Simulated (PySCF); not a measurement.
C2H6N, multiplicity 2. Atoms are numbered in the order given.

```xyz
9

C      0.2020     1.2148     0.0000
C     -0.4971    -0.1357     0.0000
N      0.4376    -1.2278     0.0000
H     -0.5225     2.0313     0.0000
H      0.8359     1.3152    -0.8821
H      0.8359     1.3152     0.8821
H     -1.1672    -0.2228     0.8720
H     -1.1672    -0.2228    -0.8720
H     -0.1080    -2.0963     0.0000
```
Charge 0, spin multiplicity 2.

Geometry: B3LYP-D3(BJ)/def2-TZVP. The isomer is the one that the SMILES or the coordinates give; other isomers of the formula were not compared. The values are those of a single conformer.

The numbers are results of M06-2X/def2-TZVPD (PySCF), not measurements.

Mulliken values depend strongly on the basis, most of all with diffuse functions as here. ESP charges are fitted to the potential on shells at 1.4 to 2.0 van der Waals radii. Atomic charges (e):

```tsv
atom	meta-Löwdin	ESP fit	Mulliken	Mulliken spin
C1	___	-0.54	-1.05	0.01
C2	___	0.64	-0.18	-0.16
N3	-0.33	-0.64	-0.59	1.06
H4	___	0.10	0.32	0.00
H5	___	0.14	0.28	0.00
H6	___	0.14	0.28	0.00
H7	0.11	-0.07	0.32	0.06
H8	0.11	-0.07	0.32	0.06
H9	0.21	0.29	0.29	-0.03
```

### Question
What belongs in the gaps? (An estimate is asked for; the answer gives what the named calculation found.)

### Answer

- C1, meta-Löwdin: -0.33
- C2, meta-Löwdin: -0.10
- H4, meta-Löwdin: 0.11
- H5, meta-Löwdin: 0.11
- H6, meta-Löwdin: 0.11
